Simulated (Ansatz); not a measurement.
## Redistribution: C2H4ClF + C2F3I → C2H4FI + C2ClF3

Species: C2H4ClF `FCCCl`, singlet; C2F3I (trifluoroiodoethylene) `FC(F)=C(F)I`, singlet; C2H4FI (1-fluoro-2-iodoethane) `FCCI`, singlet; C2ClF3 `FC(F)=C(F)Cl`, singlet. The partners trade Cl for I; both sit on C, so the bond types are kept.

Shapes, held fixed at every level: PBE0-D4/def2-TZVP. Flexible molecules stand in one conformer, not always the lowest. Programs: Ansatz 0.2.0. The zero-point and thermal change to 298 K, harmonic and unscaled (PBE0-D4/def2-TZVP), is 0.0 kJ/mol.

```csv
level,kind,ΔH(298 K) (kJ/mol),less CCSD(T)/def2-TZVPP,CPU time (sum over the molecules)
HF/def2-SVP,Hartree–Fock,-10.5,-0.4,–
SPW92/def2-TZVPP,LDA,-11.7,-1.6,11 s
PBE-D4/def2-TZVPP,GGA,-9.8,+0.3,23 s
BHLYP-D4/def2-TZVPP,global hybrid,-7.9,+2.2,29 s
PBE0-D4/def2-TZVPP,global hybrid,-10.2,-0.1,31 s
B2PLYP/def2-TZVPP,double hybrid,-9.3,+0.8,60 s
CCSD(T)/def2-SVP,coupled cluster or CI,-13.5,-3.4,49 s
CCSD(T)/def2-TZVPP,coupled cluster or CI,-10.1,0.0,7.2 min
```

The highest level, CCSD(T)/def2-TZVPP, gives ΔH(298 K) = -10.1 kJ/mol; the levels span -13.5 to -7.9. The column of differences is taken from that level and isn't an error. No measured value is set beside it here. For atoms past krypton def2 sets carry core potentials with scalar relativity. Outer-core shells of I are correlated, in sets that cover them unevenly. Times are processor times on shared x86 and Arm servers, and rough.
